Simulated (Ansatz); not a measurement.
Coupled-cluster run, `[OH][In][F]` radical.

```yaml
crystal:
  periodic: [false, false, false]
  atoms:
    - {symbol: O, position_ang: [-0.913546, -0.299303, 0.589460]}
    - {symbol: In, position_ang: [0.734869, -0.182833, -0.546554]}
    - {symbol: F, position_ang: [1.491806, 1.617730, -0.713368]}
    - {symbol: H, position_ang: [-1.257630, -1.195894, 0.650063]}
basis:
  gaussian: {orbitals: def2-SVP}
magnetization: {spin_polarized: true, initial_magnetization: 1}
correlation: {method: ccsd_t}
scf: {omitted_lower_state_checks: [cluster_reference]}
```

```sh
$ ansatz run in.yaml --threads 2 --pin off --events-out ev --progress --plain --max-ram 22528MiB --backend cpu
```

Log, shortened:

```
Functional definition: HF
647 factors; integrals over basis functions are off by at most 6.6e-4 eV
mean field evaluation 1: about -9899.1662 eV, gradient 3.3e1 eV
mean field evaluation 2: about -9899.2394 eV, gradient 3.3e1 eV
mean field evaluation 4: about -9903.9009 eV, gradient 2.2e0 eV
mean field evaluation 8: about -9904.0109 eV, gradient 1.9e-1 eV
mean field evaluation 16: about -9904.0120 eV, gradient 6.7e-6 eV
mean field -9904.01200159 eV, -363.9657278781 hartree, gradient 6.7e-6 eV, S^2 0.764865; 2 other end points of the search recorded, 0 dependent functions left out
6 core orbitals not correlated: weight in the atoms' cores, before any rotation towards them, 1.000 or more for the frozen orbitals, at most 0.000 for the correlated occupied ones
reference -9904.01200159 eV, -363.9657278781 hartree; 14, 13 occupied and 39, 40 virtual orbitals, 647 factors
second order -12.21733651 eV of doubles, -0.00000000 eV of singles
cycle   1  -12.01400592 eV  change    2.0e-1 eV  update   1.1e-1
cycle   2  -12.33723321 eV  change   -3.2e-1 eV  update   3.9e-2
cycle   3  -12.46250383 eV  change   -1.3e-1 eV  update   2.6e-2
cycle   4  -12.46635804 eV  change   -3.9e-3 eV  update   8.5e-3
cycle   5  -12.45907751 eV  change    7.3e-3 eV  update   3.8e-3
cycle   6  -12.45918852 eV  change   -1.1e-4 eV  update   1.6e-3
cycle   7  -12.45974182 eV  change   -5.5e-4 eV  update   7.0e-4
cycle   8  -12.45984014 eV  change   -9.8e-5 eV  update   3.7e-4
cycle   9  -12.45988587 eV  change   -4.6e-5 eV  update   1.7e-4
cycle  10  -12.45991166 eV  change   -2.6e-5 eV  update   6.4e-5
cycle  11  -12.45987800 eV  change    3.4e-5 eV  update   3.3e-5
perturbative correction -0.28379566 eV, -0.0104292981 hartree
Total energy: -9916.75567525 eV, -364.4340492470 hartree
Checks for a lower state left out: cluster_reference
```

Run time 3.6 s (2 threads of an AMD EPYC 7R13 on a shared host); peak host memory 0.3 GiB.

The correlation energy is -12.744 eV, 2.2 % of it from (T); the T1 diagnostic reads 0.0190.
